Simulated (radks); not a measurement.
Results of a calculation; reference values are marked as such.
Q: Ionisation of neutral boron, [He] 2s2 2p1, to B+, [He] 2s2, under several functionals. Scalar-relativistic Kohn-Sham, spin-unpolarised, spherical densities, point nucleus; a radial shooting solver on a logarithmic mesh with Libxc functionals. The NIST Atomic Spectra Database gives 8.298 eV (measured). Rank these functionals by the error of their Delta-SCF ionisation energy: PBE; RPBE; HCTH/407; XLYP; revPBE.

A: From best to worst: HCTH/407 8.298 eV (0.000); PBE 8.219 eV (-0.079); XLYP 8.217 eV (-0.081); RPBE 8.184 eV (-0.114); revPBE 8.170 eV (-0.128). Spin polarisation and multiplet splitting are left out, so open shells lie too high by an amount that depends on their filling.

Beside tabulated values, note that spin-unpolarised runs miss the spin-polarisation part of the exchange energy of open shells.
